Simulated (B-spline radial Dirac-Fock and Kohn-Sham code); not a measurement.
The Mn-like isoelectronic sequence (25 electrons), Z = 49 to 64

Level of theory: Dirac-Fock ΔSCF + Breit + QED; an atomic code on a B-spline grid. Binding energies in eV, tabulated ground configurations ([Ar] 3d7 throughout). Correlation energy is missing from these numbers.

```tsv
ion	1s	2p3/2	3p3/2	outermost level	NIST ionisation energy
In²⁴⁺	28854.0	4626.3	1459.1	1260.8 (3d)	1255 ± 4
Sn²⁵⁺	?	?	?	?	?
Sb²⁶⁺	31520.0	5139.2	1658.0	1446.7 (3d)	1441 ± 4
Te²⁷⁺	32902.5	5406.1	1762.1	1544.2 (3d)	1538 ± 4
I²⁸⁺	34318.5	5679.9	1869.4	1644.8 (3d)	1639 ± 4
Xe²⁹⁺	35768.2	5960.7	1979.8	1748.5 (3d)	1742 ± 4
Cs³⁰⁺	37252.1	6248.4	2093.3	1855.2 (3d)	1848 ± 4
Ba³¹⁺	38770.2	6543.1	2210.0	1965.0 (3d)	1958 ± 4
La³²⁺	40323.2	6844.7	2329.8	2077.9 (3d)	2069 ± 4
Ce³³⁺	41911.2	7153.4	2452.8	2193.8 (3d)	2185 ± 5
Pr³⁴⁺	43534.7	7469.0	2579.0	2312.9 (3d)	2304 ± 5
Nd³⁵⁺	45194.1	7791.6	2708.4	2435.0 (3d)	2425 ± 5
Pm³⁶⁺	46889.6	8121.3	2840.9	2560.2 (3d)	2549 ± 5
Sm³⁷⁺	48621.5	8457.9	2976.6	2688.5 (3d)	2676 ± 4
Eu³⁸⁺	50390.7	8801.6	3115.5	2819.8 (3d)	2807 ± 4
Gd³⁹⁺	52197.4	9152.4	3257.6	2954.3 (3d)	2941 ± 4
```

Q: Fill in the row of Sn²⁵⁺.

A: 1s 30170.5, 2p3/2 4879.3, 3p3/2 1557.0, outermost 1352.2 (3d), NIST 1347 ± 4 eV.

NIST's values are for the lowest levels; a dash marks a value that is missing or belongs to another shell. Their kind here: theoretical. Where a p, d or f shell is open in either ion the computed value averages over both j values and all terms, while the table refers to the lowest levels; that difference holds spin-orbit splitting (largest in heavy or highly charged ions), term energies where several electrons share open shells, and correlation, and it can reach 10 % or more.
